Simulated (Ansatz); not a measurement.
```xyz
8

N    -0.7969   -1.1076    2.0263
C    -0.2122   -0.4752    1.1864
N     0.2269    0.2447    0.2939
Sn   -0.5613    0.3791   -2.0040
H    -0.5930   -2.0781    2.2183
H     1.0414    0.8179    0.4737
H    -0.2563    2.1174   -1.7987
H     1.1515    0.1017   -2.3960
```

Charge 0, multiplicity 1. Sn: def2 effective core potential. The bonds changed during the relaxation, so this is another structure than the one it started from.

Q: List the r2SCAN/def2-TZVPP orbital energies in eV (Ansatz). (Best estimate.)

A: The calculation gave: Occupied: -387.14, -386.98, -277.03, -135.91, -90.91, -90.63, -90.54, -26.65, -25.27, -25.12, -25.06, -24.92, -24.85, -24.80, -16.69, -15.42, -12.75, -11.67, -10.74, -8.70, -8.46, -6.53, -5.06. Lowest empty: -1.92, -1.19, -1.00, 0.58, 0.69, 1.67, 1.93, 3.39.
